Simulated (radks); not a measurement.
Task: The ytterbium ion Yb+, configuration [Xe] 4f14 6s1. Calculated with a radial shooting solver on a logarithmic mesh with Libxc functionals: Dirac Kohn-Sham, LDA (Slater exchange, Perdew-Wang correlation), spin-unpolarised, spherical densities, point nucleus.

Spin-orbit splittings of the eigenvalues, e(l+1/2) - e(l-1/2), with zeta = 2 splitting/(2l+1) and mean radii in bohr:

| shell | occ. | splitting (eV) | zeta (eV) | <r> j=l-1/2 | <r> j=l+1/2 |
|---|---|---|---|---|---|
| 2p | 6 | 1046 | 697.3 | 0.06874 | 0.07624 |
| 3p | 6 | 221.9 | 148.0 | 0.2062 | 0.2203 |
| 3d | 10 | 48.53 | 19.41 | 0.1936 | 0.1979 |
| 4p | 6 | ? | ? | 0.4957 | 0.5284 |
| 4d | 10 | 9.183 | 3.673 | 0.5537 | 0.5653 |
| 4f | 14 | 1.321 | 0.3774 | 0.7740 | 0.7971 |
| 5p | 6 | 6.160 | 4.106 | 1.367 | 1.486 |

Estimate the 4p splitting.

Result: 50.45 eV (zeta = 33.63 eV).
